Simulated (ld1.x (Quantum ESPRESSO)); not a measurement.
Configuration tests for Ag (TM)

```
Element                 : Ag
Generator               : ld1.x (Quantum ESPRESSO) 7.5
Type                    : norm-conserving Troullier–Martins (Kleinman–Bylander form)
Functional              : PBE
Relativity              : fully relativistic
Frozen core             : [Ar] 3d10 4s2
Valence charge          : 17
Reference configuration : 4p6 4d10 5s0 5p0 (charge +1)
Partial waves           : 5s (bound, empty): rc 2.20 bohr; 4p (bound): rc 1.55 bohr; 4d (bound): rc 1.60 bohr
Local potential         : all-electron potential smoothed inside 2.05 bohr (lloc = -1)
Core correction         : a·sin(br)/r model core, default radius (core density twice the valence density)
```

Open shells are filled in proportion to 2j + 1 (rel_dist='average').

Energies are relative to the spin-unpolarised reference configuration 4p6 4d10 5s0 5p0; without spin polarisation the order of configurations can differ from experiment.

**Question.** Give the all-electron excitation energy and the error of the potential for: 4p6 4d10 5s1 5p0; 4p6 4d9 5s0 5p0; 4p6 4d8 5s0 5p0; 4p6 4d9 5s1 5p1; 4p6 4d7 5s0 5p0; 4p5 4d10 5s1 5p0; 4p6 4d10 5s0 5p1.

**Answer.**

| valence configuration | charge | ΔE all-electron (eV) | error AE − PS (meV) |
| --- | --- | --- | --- |
| 4p6 4d10 5s1 5p0 | 0 | -7.759 | -6.1 |
| 4p6 4d9 5s0 5p0 | +2 | 22.115 | -23 |
| 4p6 4d8 5s0 5p0 | +3 | 58.306 | -116 |
| 4p6 4d9 5s1 5p1 | 0 | 0.808 | -173 |
| 4p6 4d7 5s0 5p0 | +4 | 110.016 | -302 |
| 4p5 4d10 5s1 5p0 | +1 | 57.610 | -24 |
| 4p6 4d10 5s0 5p1 | 0 | -3.897 | -92 |

Levels in the configuration 4p6 4d7 5s0 5p0:

```tsv
level	all-electron (eV)	pseudo (eV)
4p j=1/2	-117.688	-118.101
4p j=3/2	-112.361	-112.763
4d j=3/2	-60.325	-60.564
4d j=5/2	-59.601	-59.837
```

These tests converged, but a pseudo level misses the all-electron one widely, so the file describes the atom poorly there or has found another state: 4p6 4d8 5s0 5p0: empty 5s by 4.7 eV (a node warning on the way); 4p6 4d7 5s0 5p0: empty 5s by 11.3 eV.

Note: ghost state, extra bound levels that the all-electron valence spectrum of the same l lacks: s at -4.6 eV. A true bound ghost makes a file unfit for plane-wave use.
